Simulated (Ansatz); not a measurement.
FH5N2OTi, SMILES `[NH2][Ti]([NH2])([OH])[F]` at its PBE0-D4/def2-TZVP geometry, where that method's forces vanish. Total charge 0; spin multiplicity 1.

```xyz
10

N     0.7708    0.9493   -1.1513
Ti   -0.0646    0.3498    0.4158
N    -1.2139   -1.0453   -0.0973
O     1.2359   -0.2568    1.4994
F    -1.0543    1.5947    1.2107
H     0.3436    1.5703   -1.8249
H     1.7580    0.8489   -1.3399
H    -2.0000   -1.3573    0.4566
H    -1.2006   -1.5149   -0.9900
H     1.4250   -1.1386    1.8208
```

**Question.** What forces (eV/Å) does ωB97M-V/def2-TZVPP give on these atoms in Ansatz 0.2.0? (Estimate.)

**Answer.** Computed: 
```
N1   0.025  0.047 -0.033
Ti2  0.034 -0.059 -0.069
N3  -0.073 -0.034 -0.016
O4   0.064 -0.052  0.072
F5  -0.061  0.083  0.053
H6   0.023 -0.023  0.005
H7  -0.029  0.008 -0.004
H8   0.020 -0.002 -0.027
H9  -0.003  0.000  0.032
H10  0.000  0.032 -0.014
```
